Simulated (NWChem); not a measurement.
All runs are NWChem calculations. System: C₃H₇Si, charge 0, spin multiplicity 2, at a geometry optimised with UPBE0/def2-SVP. The structure started from a generated list of species. Its SCF solution wasn't tested for a lower state. Level: G0W0@UPBE/def2-TZVP, RI basis def2-tzvp-rifit.

Input file:

```
start mol
memory heap 200 mb stack 700 mb global 1700 mb
geometry units angstroms nocenter noautoz
  C      1.290562     0.107041     0.000000
  C      0.448378    -0.180819     1.210131
  Si    -0.991846     0.115505     0.000000
  C      0.448378    -0.180819    -1.210131
  H      2.204019     0.710078     0.000000
  H      0.603697     0.463407     2.088425
  H      0.495643    -1.236900     1.545283
  H     -2.189204    -0.789228     0.000000
  H     -1.451568     1.536642     0.000000
  H      0.495643    -1.236900    -1.545283
  H      0.603697     0.463407    -2.088425
  symmetry group Cs
end
basis spherical
  * library def2-tzvp
end
basis "ri basis" bse spherical
  * library def2-tzvp-rifit
end
dft
  xc xpbe96 cpbe96
  odft
  mult 2
  iterations 100
  direct
  tolerances tight
end
task dft energy
gw
  method cdgw
  states alpha occ 4 vir 2
  states beta occ 4 vir 2
end
task dft gw
```

Part of the output:

```
             Northwest Computational Chemistry Package (NWChem) 7.3.0
             --------------------------------------------------------

                                NWChem Input Module
                                -------------------

 Scaling coordinates for geometry "geometry" by  1.889725989
 (inverse scale =  0.529177249)

 Turning off AUTOSYM since
 SYMMETRY directive was detected!

                             Geometry "geometry" -> ""
                             -------------------------

 Output coordinates in angstroms (scale by  1.889725989 to convert to a.u.)

  No.       Tag          Charge          X              Y              Z
 ---- ---------------- ---------- -------------- -------------- --------------
    1 C                    6.0000     1.29056200     0.10704100     0.00000000
    2 C                    6.0000     0.44837800    -0.18081900     1.21013100
    3 Si                  14.0000    -0.99184600     0.11550500     0.00000000
    4 C                    6.0000     0.44837800    -0.18081900    -1.21013100
    5 H                    1.0000     2.20401900     0.71007800     0.00000000
    6 H                    1.0000     0.60369700     0.46340700     2.08842500
    7 H                    1.0000     0.49564300    -1.23690000     1.54528300
    8 H                    1.0000    -2.18920400    -0.78922800     0.00000000
    9 H                    1.0000    -1.45156800     1.53664200     0.00000000
   10 H                    1.0000     0.49564300    -1.23690000    -1.54528300
   11 H                    1.0000     0.60369700     0.46340700    -2.08842500

 Effective nuclear repulsion energy (a.u.)     159.8470586529

            Nuclear Dipole moment (a.u.)
            ----------------------------
        X                 Y               Z
 ---------------- ---------------- ----------------
    -0.0000170075    -0.0000113384     0.0000000000

      Symmetry information
      --------------------

 Group name             Cs
 Group number              2
 Group order               2
 No. of unique centers     8

      Symmetry unique atoms

     1    2    3    5    6    7    8    9


 Summary of "ao basis" -> "" (spherical)
 ------------------------------------------------------------------------------
       Tag                 Description            Shells   Functions and Types
 ---------------- ------------------------------  ------  ---------------------
 *                         def2-tzvp                  on all atoms

 new library libraries.bse/

 Summary of "ri basis" -> "" (spherical)
 ------------------------------------------------------------------------------
       Tag                 Description            Shells   Functions and Types
 ---------------- ------------------------------  ------  ---------------------
 *                      def2-tzvp-rifit               on all atoms

  pbe96 is a nonlocal functional; adding pw91lda local functional.

                                 NWChem DFT Module
                                 -----------------

 Summary of "ao basis" -> "ao basis" (spherical)
 ------------------------------------------------------------------------------
       Tag                 Description            Shells   Functions and Types
 ---------------- ------------------------------  ------  ---------------------
 C                         def2-tzvp                11       31   5s3p2d1f
 Si                        def2-tzvp                13       37   5s5p2d1f
 H                         def2-tzvp                 4        6   3s1p

 Summary of "ao basis" -> "ao basis" (spherical)
 ------------------------------------------------------------------------------
       Tag                 Description            Shells   Functions and Types
 ---------------- ------------------------------  ------  ---------------------
 C                         def2-tzvp                11       31   5s3p2d1f
 Si                        def2-tzvp                13       37   5s5p2d1f
 H                         def2-tzvp                 4        6   3s1p

      Symmetry analysis of basis
      --------------------------

        a'        104
        a"         68

            General Information
            -------------------
          SCF calculation type: DFT
          Wavefunction type:  spin polarized.
          No. of atoms     :    11
          No. of electrons :    39
           Alpha electrons :    20
            Beta electrons :    19
          Charge           :     0
          Spin multiplicity:     2
          Use of symmetry is: on ; symmetry adaption is: on
          Maximum number of iterations: 100
          This is a Direct SCF calculation.
          AO basis - number of functions:   172
                     number of shells:    74
          Convergence on energy requested:  1.00D-06
          Convergence on density requested:  1.00D-05
          Convergence on gradient requested:  5.00D-04

              XC Information
              --------------
          PerdewBurkeErnzerhof Exchange Functional  1.000
            Perdew 1991 LDA Correlation Functional  1.000 local
           PerdewBurkeErnz. Correlation Functional  1.000 non-local

             Grid Information
             ----------------
          Grid used for XC integration:  medium
          Radial quadrature: Mura-Knowles
          Angular quadrature: Lebedev.
          Tag              B.-S. Rad. Rad. Pts. Rad. Cut. Ang. Pts.
          ---              ---------- --------- --------- ---------
          C                   0.70       49          11.0       434
          Si                  1.10       88          10.0       590
[...]
    12     -0.313169   1 C  px                5      0.292024   1 C  s
   145      0.280365   7 H  s               163      0.280365  10 H  s
    67     -0.272238   3 Si s                10      0.260960   1 C  py
    36     -0.233549   2 C  s               104     -0.233549   4 C  s

 Vector   21  Occ=0.000000D+00  E=-1.572477D-02  Symmetry=a"
              MO Center= -1.1D+00,  1.4D-01,  1.5D-15, r^2= 5.0D+00
   Bfn.  Coefficient  Atom+Function         Bfn.  Coefficient  Atom+Function
  ----- ------------  ---------------      ----- ------------  ---------------
    36      1.744153   2 C  s               104     -1.744153   4 C  s
    82     -1.266551   3 Si pz               79     -0.403291   3 Si pz
    14     -0.381906   1 C  pz              145     -0.287660   7 H  s
   163      0.287660  10 H  s                43     -0.282530   2 C  px
   111      0.282530   4 C  px              139     -0.263889   6 H  s

 Vector   22  Occ=0.000000D+00  E= 1.403496D-02  Symmetry=a'
              MO Center= -4.4D-01, -1.5D-01,  4.0D-15, r^2= 6.8D+00
   Bfn.  Coefficient  Atom+Function         Bfn.  Coefficient  Atom+Function
  ----- ------------  ---------------      ----- ------------  ---------------
    36      2.122382   2 C  s               104      2.122382   4 C  s
    80     -1.382833   3 Si px               67     -1.050057   3 Si s
   157     -0.783376   9 H  s               139     -0.778463   6 H  s
   169     -0.778463  11 H  s                81      0.707152   3 Si py
   145     -0.651027   7 H  s               163     -0.651027  10 H  s

   alpha - beta orbital overlaps
   -----------------------------

   alpha      1      2      3      4      5      6      7      8      9     10
    beta      1      2      3      4      5      6      7      8      9     10
 overlap   1.000  1.000  1.000  1.000  1.000  1.000  0.937  0.937  0.998  1.000

   alpha     11     12     13     14     15     16     17     18     19     20
    beta     11     12     13     14     15     16     17     19     18     20
 overlap   0.997  0.997  0.998  0.994  0.998  0.998  0.997  0.993  1.000  0.984

   alpha     21     22     23     24     25     26     27     28     29     30
    beta     21     22     23     24     25     26     27     28     29     30
 overlap   1.000  0.999  0.906  0.902  0.998  0.995  0.996  0.995  0.996  0.998

   alpha     31     32     33     34     35     36     37     38     39     40
    beta     31     32     34     33     35     36     37     38     39     40
 overlap   1.000  0.991  0.895  1.000  0.904  0.999  1.000  0.999  0.717  0.696

   alpha     41     42     43     44     45     46     47     48     49     50
    beta     41     42     43     44     45     46     47     49     48     50
 overlap   0.960  0.964  0.945  0.950  0.968  0.991  0.975  0.994  0.996  0.971

   alpha     51     52     53     54     55     56     57     58     59     60
    beta     51     52     53     54     55     56     57     58     59     60
 overlap   0.992  0.951  0.952  0.997  0.998  0.999  1.000  0.999  0.999  0.999

   alpha     61     62     63     64     65     66     67     68     69     70
    beta     61     62     63     64     65     66     67     68     69     72
 overlap   0.995  0.998  0.975  0.999  0.979  1.000  0.982  0.995  0.977  0.834

   alpha     71     72     73     74     75     76     77     78     79     80
    beta     70     71     73     74     76     75     77     78     79     81
 overlap   0.829  0.992  0.998  0.998  0.990  0.999  0.999  0.999  0.993  0.997

   alpha     81     82     83     84     85     86     87     88     89     90
    beta     80     82     83     84     85     86     87     88     89     90
 overlap   0.988  0.988  0.969  0.998  0.976  0.966  0.981  0.993  1.000  0.958

   alpha     91     92     93     94     95     96     97     98     99    100
    beta     91     92     93     94     95     96     97     98     99    100
 overlap   1.000  0.951  0.975  1.000  0.994  0.999  1.000  0.999  0.995  0.997

   alpha    101    102    103    104    105    106    107    108    109    110
    beta    101    102    103    104    105    106    107    108    109    110
 overlap   0.993  0.996  0.993  0.984  0.991  0.999  0.998  1.000  0.996  0.996

   alpha    111    112    113    114    115    116    117    118    119    120
    beta    111    112    113    114    115    116    117    118    119    120
 overlap   1.000  0.995  1.000  0.998  0.999  0.999  0.999  1.000  0.998  0.998

   alpha    121    122    123    124    125    126    127    128    129    130
    beta    121    122    123    124    125    126    127    129    128    130
 overlap   0.999  0.999  0.998  0.927  0.924  0.998  0.998  0.774  0.996  0.769

   alpha    131    132    133    134    135    136    137    138    139    140
    beta    131    132    133    136    135    134    137    138    139    141
 overlap   0.967  0.994  0.990  0.988  0.720  0.721  0.988  0.999  0.896  0.899

   alpha    141    142    143    144    145    146    147    148    149    150
    beta    140    142    143    144    145    146    147    148    149    150
 overlap   0.996  0.999  0.994  0.962  0.999  0.964  0.963  0.972  0.964  0.976

   alpha    151    152    153    154    155    156    157    158    159    160
    beta    151    152    153    154    155    156    157    158    159    160
 overlap   0.999  0.999  0.999  0.999  0.998  0.997  1.000  0.998  0.997  1.000

   alpha    161    162    163    164    165    166    167    168    169    170
    beta    161    162    163    164    165    166    167    168    169    170
 overlap   1.000  1.000  1.000  1.000  1.000  1.000  1.000  1.000  1.000  0.999

   alpha    171    172
    beta    171    172
 overlap   1.000  0.999

     --------------------------
     Expectation value of S2:
     --------------------------
      <S2> =      0.7539 (Exact =     0.7500)

 center of mass
 --------------
 x =  -0.01950340 y =   0.00229106 z =   0.00000000

 moments of inertia (a.u.)
 ------------------
         203.829576934389          11.047342477285           0.000000000000
          11.047342477285         407.659199956363           0.000000000000
           0.000000000000           0.000000000000         263.306618586807

     Multipole analysis of the density
     ---------------------------------

     L   x y z        total         alpha         beta         nuclear
     -   - - -        -----         -----         ----         -------
     0   0 0 0     -0.000000    -20.000000    -19.000000     39.000000

     1   1 0 0      0.076055     -0.925162      1.001233     -0.000017
     1   0 1 0     -0.014585      0.094338     -0.108912     -0.000011
     1   0 0 1      0.000000      0.000000     -0.000000      0.000000

     2   2 0 0    -26.291272    -86.518574    -79.601371    139.828673
     2   1 1 0      0.545159      2.818984      2.555217     -4.829043
     2   1 0 1     -0.000000     -0.000000     -0.000000      0.000000
     2   0 2 0    -25.229992    -27.531514    -24.929871     27.231394
     2   0 1 1     -0.000000     -0.000000     -0.000000      0.000000
     2   0 0 2    -24.385188    -68.978225    -66.366507    110.959544

 Task  times  cpu:       55.9s     wall:       55.9s

                                NWChem Input Module
                                -------------------

                                 NWChem GW Module
                                 ----------------

                             ***********************
                             ***        GW       ***
                             ***********************

 Summary of "ri basis" -> "ri basis" (spherical)
 ------------------------------------------------------------------------------
       Tag                 Description            Shells   Functions and Types
 ---------------- ------------------------------  ------  ---------------------
 C                      def2-tzvp-rifit             22       76   8s6p4d3f1g
 Si                     def2-tzvp-rifit             29      113   9s7p6d5f2g
 H                      def2-tzvp-rifit              7       15   4s2p1d

                 Memory Information
                 ------------------
          Available GA per process is          1699.5 MBs
          Available stack per process is        700.0 MBs
          Available heap per process is           0.0 MBs

          Peak memory in Initialization
              Peak GA per process is                 27.0 MBs
              Peak stack per process is               0.4 MBs
              Peak heap per process is               27.3 MBs
              Memory not in MA per process            0.0 MBs

          Peak memory in CDGW Calculation
              Peak GA per process is                 30.0 MBs
              Peak stack per process is               3.1 MBs
              Peak heap per process is                4.9 MBs
              Memory not in MA per process            0.0 MBs

          Computing 2-center integrals
          Computing Inverse Cholesky factor
          Computing 3-center integrals
          Computing Vxc

          Computing Sigma_x
          Computing W(iw) on the imaginary grid
          Solving quasiparticle equations

                  Alpha Orbitals
          State     Energy (eV)     Error (eV)
          -----------------------------------
@GW        17        -11.236           0.004
@GW        18        -10.387           0.004
@GW        19        -10.104           0.003
@GW        20         -6.727           0.002
@GW        21          1.945           0.002
@GW        22          2.682           0.005

                   Beta Orbitals
          State     Energy (eV)     Error (eV)
          -----------------------------------
@GW        16        -11.732           0.002
@GW        17        -11.185           0.002
@GW        18         -9.989           0.002
@GW        19        -10.053           0.002
@GW        20          0.023           0.002
@GW        21          1.980           0.002

     GW Timing Statistics
   ------------------------
   Init.   :          0.1s
     ERIs  :          3.3s
     Distr.:          0.1s
     Vxc   :          1.3s
   Vmo     :          0.0s
   iW      :         10.3s
   I_n     :          0.0s
   R_n     :          4.2s
   GW total:         19.3s

 Task  times  cpu:       19.3s     wall:       19.3s

 Total times  cpu:       75.3s     wall:       75.3s
```
